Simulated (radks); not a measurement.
Dynamic dipole polarisability and lines of the chromium ion Cr14+, [Ne]. Method: scalar-relativistic Kohn-Sham, exchange-only LDA, spin-unpolarised, spherical densities, finite nucleus; Fermi nuclear charge, rms radius of each element as measured or else 0.836 A^(1/3) + 0.57 fm; computed with a radial shooting solver on a logarithmic mesh with Libxc functionals. Time-dependent linear response with the Hartree and adiabatic exchange-only LDA kernel, continuum included through the Sternheimer equations, no spin-orbit coupling, so fine structure and intercombination lines are absent. Lines are the poles of the dipole polarisability below minus the highest occupied eigenvalue, found on a grid refined at the orbital gaps; the lowest seven at most are given, and weak or close lines can be missed. The first line takes the name of the lowest orbital gap if no other gap lies below it; otherwise a line is named after a gap within 0.6 % of it, if that gap stands alone.

photon energy (eV),alpha (bohr^3)
0,0.008501
47.711,0.008539
143.13,0.008833
238.55,0.009535
333.97,0.01086
429.39,0.01348
524.82,0.02056
620.24,0.04775
715.66,-0.03931
811.08,-0.02250
906.50,-0.003782

Lines (eV, oscillator strength): 576.08 (2.152 nm, 2p-3s), f = 0.188; 655.09 (1.893 nm, unassigned), f = 2.51; 706.42 (1.755 nm, 2s-3p), f = 0.450; 765.32 (1.620 nm, 2p-4s), f = 0.0372; 795.79 (1.558 nm, 2p-4d), f = 0.664; 844.09 (1.469 nm, 2p-5s), f = 0.0131; 858.91 (1.444 nm, unassigned), f = 0.284. Higher lines, where found, are left out when the end of the mesh affects them. Those listed give 77 % of the static polarisability (sum of f/w^2). Orbital energy gaps for comparison: 2p-3s 574.54 eV; 2p-3d 644.46 eV; 2s-3p 705.37 eV; 2p-4s 764.74 eV; 2p-4d 791.68 eV.
